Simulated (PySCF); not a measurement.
A GIAO shielding run with PySCF (density fitting, non-relativistic, gas phase) on `CC[SiH2][SiH3]`, C2H10Si2:

```
$ OMP_NUM_THREADS=1 python probes_run.py task.json out

{"job": {"kind": "nmr", "xc": "B97-D", "basis": "pcSseg-2", "pop": false}, "charge": 0, "multiplicity": 1}
C     -2.042545     0.159588     0.113936
C     -1.332291    -0.502254     1.290454
Si     0.424114     0.134427     1.596221
Si     1.772317    -0.193172    -0.297853
H     -2.111856     1.251474     0.243061
H     -3.068214    -0.222576    -0.007734
H     -1.512756    -0.020543    -0.835475
H     -1.905379    -0.359754     2.222974
H     -1.267115    -1.594093     1.141266
H      1.039560    -0.574492     2.763552
H      0.397701     1.600457     1.910049
H      1.724378    -1.628096    -0.724596
H      1.296530     0.646867    -1.442086
H      3.196561     0.167515    -0.014020
```

Hardware: 1 thread of an Arm Neoverse N1, shared host.

Q: How large is the calculation?

A: 50 electrons, 298 basis functions and 838 auxiliary functions.

Q: How long does it take, and how much memory does it need?

A: 84 s of wall time, with 14 SCF cycles; peak memory 0.98 GiB. Times on a shared host scatter by some tens of per cent.

Q: And these other runs on the same molecule and hardware: GIAO shielding at B3LYP/pcSseg-2; GIAO shielding at BLYP/pcSseg-2; GIAO shielding at BP86/pcSseg-2; GIAO shielding at HF/pcSseg-2; GIAO shielding at KT2/pcSseg-2; GIAO shielding at KT3/pcSseg-2?

A: B3LYP/pcSseg-2: 298 functions, 72 s; BLYP/pcSseg-2: 298 functions, 81 s; BP86/pcSseg-2: 298 functions, 81 s; HF/pcSseg-2: 298 functions, 39 s; KT2/pcSseg-2: 298 functions, 84 s; KT3/pcSseg-2: 298 functions, 83 s.
